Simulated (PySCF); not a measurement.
BF2Br, SMILES B(Br)(F)F.

Coordinates come from a PBE0-D3(BJ)/def2-SVP optimisation.

Vertical ionisation energy (IE) and electron affinity (EA) in eV. Rows of orbital energies are one-electron estimates. Where ΔSCF, EOM or ADC give a negative EA the extra electron is unbound and the value depends on the basis.

| level | IE | EA |
|---|---|---|
| −ε(HOMO), −ε(LUMO), M06-2X/def2-TZVPD (PySCF) | 10.39 | 0.15 |
| ADC(2)/aug-cc-pVDZ (PySCF) | 11.43 | -0.86 |

Q: Beyond the first one, list the lowest photoelectron lines from ADC(2)/aug-cc-pVDZ (PySCF) with their pole strengths (two spins summed). (An estimate is asked for; the answer gives what the named calculation found.)

A: 11.79 eV (1.85), 13.64 eV (1.81), 14.70 eV (1.74), 15.20 eV (1.75), 16.93 eV (1.76).
